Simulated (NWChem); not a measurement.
System: CH$_{3}$F$_{3}$Si; SMILES FC[SiH](F)F

Input file for NWChem:

```
start job
memory heap 200 mb stack 900 mb global 1100 mb
geometry units angstroms noautoz
  F      0.630077    -1.933333     0.000000
  C     -0.588570    -1.298407     0.000000
  Si    -0.392175     0.569153     0.000000
  F      0.445754     1.031906     1.296824
  F      0.445754     1.031906    -1.296824
  H     -1.170197    -1.611619    -0.887395
  H     -1.170197    -1.611619     0.887395
  H     -1.698362     1.267316     0.000000
end
basis spherical
  * library def2-svp
end
dft
  xc pbe0
  iterations 150
  mulliken
end
task dft energy
```

Excerpt of the output:

```
             Northwest Computational Chemistry Package (NWChem) 7.3.0
             --------------------------------------------------------

 CS  symmetry detected

                             Geometry "geometry" -> ""
                             -------------------------

 Output coordinates in angstroms (scale by  1.889725989 to convert to a.u.)

  No.       Tag          Charge          X              Y              Z
 ---- ---------------- ---------- -------------- -------------- --------------
    1 F                    9.0000     0.59854288     1.92721413     0.00000000
    2 C                    6.0000    -0.61382218     1.28037375     0.00000000
    3 Si                  14.0000    -0.39913124    -0.58517152     0.00000000
    4 F                    9.0000     0.44329330    -1.03968911     1.29682400
    5 F                    9.0000     0.44329330    -1.03968911    -1.29682400
    6 H                    1.0000    -1.19849127     1.58786974    -0.88739500
    7 H                    1.0000    -1.19849127     1.58786974     0.88739500
    8 H                    1.0000    -1.69841227    -1.29610391     0.00000000

 Effective nuclear repulsion energy (a.u.)     248.5489132058

      Symmetry information
      --------------------

 Group name             Cs
 Group number              2
 Group order               2
 No. of unique centers     6

                                 NWChem DFT Module
                                 -----------------

 Summary of "ao basis" -> "ao basis" (spherical)
 ------------------------------------------------------------------------------
       Tag                 Description            Shells   Functions and Types
 ---------------- ------------------------------  ------  ---------------------
 F                          def2-svp                 6       14   3s2p1d
 C                          def2-svp                 6       14   3s2p1d
 Si                         def2-svp                 8       18   4s3p1d
 H                          def2-svp                 3        5   2s1p

      Symmetry analysis of basis
      --------------------------

        a'         56
        a"         33

            General Information
            -------------------
          SCF calculation type: DFT
          Wavefunction type:  closed shell.
          No. of atoms     :     8
          No. of electrons :    50
           Alpha electrons :    25
            Beta electrons :    25
          Charge           :     0
          Spin multiplicity:     1
          Use of symmetry is: on ; symmetry adaption is: on
          Maximum number of iterations: 150
          AO basis - number of functions:    89
                     number of shells:    41
          Convergence on energy requested:  1.00D-06
          Convergence on density requested:  1.00D-05
          Convergence on gradient requested:  5.00D-04

              XC Information
              --------------
                         PBE0 Method XC Functional
                     Hartree-Fock (Exact) Exchange  0.250
          PerdewBurkeErnzerhof Exchange Functional  0.750
            Perdew 1991 LDA Correlation Functional  1.000 local
           PerdewBurkeErnz. Correlation Functional  1.000 non-local

             Grid Information
             ----------------
          Grid used for XC integration:  medium
          Radial quadrature: Mura-Knowles
          Angular quadrature: Lebedev.
          Tag              B.-S. Rad. Rad. Pts. Rad. Cut. Ang. Pts.
          ---              ---------- --------- --------- ---------
          F                   0.50       49          10.0       434
          C                   0.70       49           8.0       434
          Si                  1.10       88           8.0       590
          H                   0.35       45           9.0       434
          Grid pruning is: on
          Number of quadrature shells:   325
          Spatial weights used:  Erf1

      Superposition of Atomic Density Guess
      -------------------------------------

 Sum of atomic energies:        -625.73872599

      Non-variational initial energy
      ------------------------------

 Total energy =    -627.004294
 1-e energy   =   -1364.506103
 2-e energy   =     488.952897
 HOMO         =      -0.344269
 LUMO         =       0.062119

      Symmetry analysis of molecular orbitals - initial
      -------------------------------------------------

  Numbering of irreducible representations:

     1 a'          2 a"

  Orbital symmetries:

     1 a'          2 a'          3 a"          4 a'          5 a'
     6 a'          7 a"          8 a'          9 a'         10 a'
    11 a'         12 a"         13 a'         14 a'         15 a"
    16 a'         17 a'         18 a"         19 a'         20 a'
    21 a"         22 a"         23 a'         24 a"         25 a'
    26 a'         27 a"         28 a'         29 a'         30 a"
    31 a'         32 a'         33 a'         34 a'         35 a"

     ---------------------------------------------
      Total Density - Mulliken Population Analysis
     ---------------------------------------------

    Atom       Charge   Shell Charges
 -----------   ------   -------------------------------------------------------
    1 F    9     9.44   1.99  1.14  0.78  3.45  2.07  0.00
    2 C    6     5.90   1.99  0.93  0.28  1.77  0.88  0.05
    3 Si  14    12.59   2.00  1.99  0.88  0.18  5.93  0.86  0.46  0.28
    4 F    9     9.57   1.99  1.15  0.78  3.52  2.14  0.00
    5 F    9     9.57   1.99  1.15  0.78  3.52  2.14  0.00
    6 H    1     0.91   0.68  0.21  0.02
    7 H    1     0.91   0.68  0.21  0.02
    8 H    1     1.11   0.70  0.40  0.01

   convergence    iter        energy       DeltaE   RMS-Dens  Diis-err
 ---------------- ----- ----------------- --------- --------- ---------
 d= 0,ls=0.0,diis     1   -628.1111602757 -8.77D+02  1.68D-02  1.01D+00
 d= 0,ls=0.0,diis     2   -628.0395867096  7.16D-02  8.52D-03  2.12D+00
 d= 0,ls=0.0,diis     3   -628.2248257377 -1.85D-01  8.87D-04  1.13D-02
 d= 0,ls=0.0,diis     4   -628.2256370627 -8.11D-04  2.76D-04  7.70D-04
 d= 0,ls=0.0,diis     5   -628.2257074133 -7.04D-05  7.21D-05  5.85D-05
  Resetting Diis
 d= 0,ls=0.0,diis     6   -628.2257144373 -7.02D-06  1.52D-05  2.27D-06
 d= 0,ls=0.0,diis     7   -628.2257146914 -2.54D-07  4.72D-06  1.08D-07

         Total DFT energy =     -628.225714691357
      One electron energy =    -1366.892120673910
           Coulomb energy =      548.613561074375
    Exchange-Corr. energy =      -58.496068297635
 Nuclear repulsion energy =      248.548913205813

 Numeric. integr. density =       50.000004859256

                  Occupations of the irreducible representations
                  ----------------------------------------------

                     irrep           alpha         beta
                     --------     --------     --------
                     a'               17.0         17.0
                     a"                8.0          8.0

                       DFT Final Molecular Orbital Analysis
                       ------------------------------------

 Vector   23  Occ=2.000000D+00  E=-4.070599D-01  Symmetry=a'
              MO Center= -4.9D-01, -5.3D-01, -4.1D-15, r^2= 3.5D+00
   Bfn.  Coefficient  Atom+Function         Bfn.  Coefficient  Atom+Function
  ----- ------------  ---------------      ----- ------------  ---------------
    85      0.313612  8 H  s                 50     -0.282155  4 F  px
    64     -0.282155  5 F  px                31      0.209648  3 Si s
    53      0.195779  4 F  px                67      0.195779  5 F  px
     5     -0.194554  1 F  py                86      0.191115  8 H  s
     4      0.179346  1 F  px                36     -0.178132  3 Si px

 Vector   24  Occ=2.000000D+00  E=-3.731704D-01  Symmetry=a"
              MO Center= -9.3D-02,  1.7D+00, -7.1D-17, r^2= 1.6D+00
   Bfn.  Coefficient  Atom+Function         Bfn.  Coefficient  Atom+Function
  ----- ------------  ---------------      ----- ------------  ---------------
     6      0.528678  1 F  pz                 9     -0.379627  1 F  pz
    20      0.281843  2 C  pz                75     -0.254657  6 H  s
    80      0.254657  7 H  s                 76     -0.138725  6 H  s
    81      0.138725  7 H  s                 23      0.053580  2 C  pz
    51      0.046744  4 F  py                65     -0.046744  5 F  py

 Vector   25  Occ=2.000000D+00  E=-3.300972D-01  Symmetry=a'
              MO Center= -3.5D-01,  7.2D-01,  4.4D-15, r^2= 2.9D+00
   Bfn.  Coefficient  Atom+Function         Bfn.  Coefficient  Atom+Function
  ----- ------------  ---------------      ----- ------------  ---------------
     5      0.362631  1 F  py                19      0.334604  2 C  py
     8     -0.275169  1 F  py                37     -0.249353  3 Si py
    86      0.207968  8 H  s                 17     -0.200456  2 C  s
    85      0.198939  8 H  s                 22      0.168578  2 C  py
    31     -0.153208  3 Si s                 51     -0.147866  4 F  py

 Vector   26  Occ=0.000000D+00  E= 2.665584D-02  Symmetry=a'
              MO Center= -2.5D-01,  8.1D-02, -2.5D-15, r^2= 3.5D+00
   Bfn.  Coefficient  Atom+Function         Bfn.  Coefficient  Atom+Function
  ----- ------------  ---------------      ----- ------------  ---------------
    39      0.600950  3 Si px                21      0.522758  2 C  px
    40     -0.428227  3 Si py                 3     -0.422305  1 F  s
    17      0.281318  2 C  s                 49     -0.241363  4 F  s
    63     -0.241363  5 F  s                  7      0.207929  1 F  px
    36      0.208683  3 Si px                86      0.200038  8 H  s

[...]
```

Level: PBE0/def2-SVP. The geometry was optimised at PBE0/def2-SVP.
